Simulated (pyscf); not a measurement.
A first-order saddle from PySCF, ωB97X-D3(BJ)/def2-SVP:

```
Si
O 1 1.6681
H 2 0.9643 1 117.19
H 1 1.4814 2 116.18 3 60.49
H 1 1.4852 4 114.50 2 -113.01
H 1 1.7583 4 94.19 5 -82.94
Ga 6 1.6783 1 98.58 4 -88.58
H 7 1.5455 6 113.24 1 -120.52
H 7 1.6718 8 114.26 6 -94.63
Cl 7 2.1541 8 123.71 6 132.86
```
Charge 0, spin multiplicity 1.

Surface: singlet, charge 0. Lowest wavenumbers (cm⁻¹): 298i, 75, 146, 254, 329.

Task: Name the species on either side of this saddle.

Result: `[Cl][GaH2]` + `[OH][SiH3]` ⇌ `[Cl][GaH2]` + `[OH][SiH3]`, a four-centre exchange read from left to right: Ga–H, H–Si broken and Ga–H, H–Si formed. At ωB97M-D3(BJ)/def2-TZVP it lies +45.9 kJ/mol from the left side and +45.9 kJ/mol from the right (each side as separated species at their lowest minima found). On the reactant side the descent ends in a bound adduct, 35.1 kJ/mol under the separated species and 62.1 kJ/mol under the saddle at ωB97X-D3(BJ)/def2-TZVP. On the product side the descent ends in a bound adduct (not fully relaxed), 45.7 kJ/mol under the separated species and 72.6 kJ/mol under the saddle at ωB97X-D3(BJ)/def2-TZVP. At the saddle there is also a short Ga–Si contact that neither side keeps. At ωB97X-D3(BJ)/def2-TZVP the barrier from the zero used here is 26.9 kJ/mol. One saddle was located; it need not be the lowest between these sides. Elements up to Kr have no core potential and no relativistic terms here.
